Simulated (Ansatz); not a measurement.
One change: `FC[SiH]1[AlH][SiH2]1` becomes `[SiH3]C[SiH]1[AlH][SiH2]1`.

Ansatz, PBE0-D4/def2-TZVP geometries, multiplicity 1. Each molecule was computed in one conformer, which needn't be the lowest.

| property | `FC[SiH]1[AlH][SiH2]1` |
| --- | --- |
| HOMO energy (PBE0/def2-TZVPP) / eV | -6.31 |
| LUMO energy (B3LYP/def2-TZVPP) / eV | -2.52 |
| HOMO energy (ωB97M-V/def2-TZVPP) / eV | -8.17 |
| LUMO energy (ωB97M-V/def2-TZVPP) / eV | -0.68 |
| HOMO energy (B3LYP/def2-TZVPP) / eV | -6.13 |
| HOMO–LUMO gap (PBE/def2-TZVPP) / eV | 2.24 |

(1) Give the same properties after the change, and the shifts. (Estimate.)

Answers

(1) Computed: 
```tsv
property	`[SiH3]C[SiH]1[AlH][SiH2]1`	shift
HOMO energy (PBE0/def2-TZVPP) / eV	-6.13	0.18
LUMO energy (B3LYP/def2-TZVPP) / eV	-2.32	0.20
HOMO energy (ωB97M-V/def2-TZVPP) / eV	-7.98	0.19
LUMO energy (ωB97M-V/def2-TZVPP) / eV	-0.49	0.19
HOMO energy (B3LYP/def2-TZVPP) / eV	-5.95	0.18
HOMO–LUMO gap (PBE/def2-TZVPP) / eV	2.30	0.06
```

B3LYP here is the variant with VWN-RPA as its local correlation; programs differ in this.
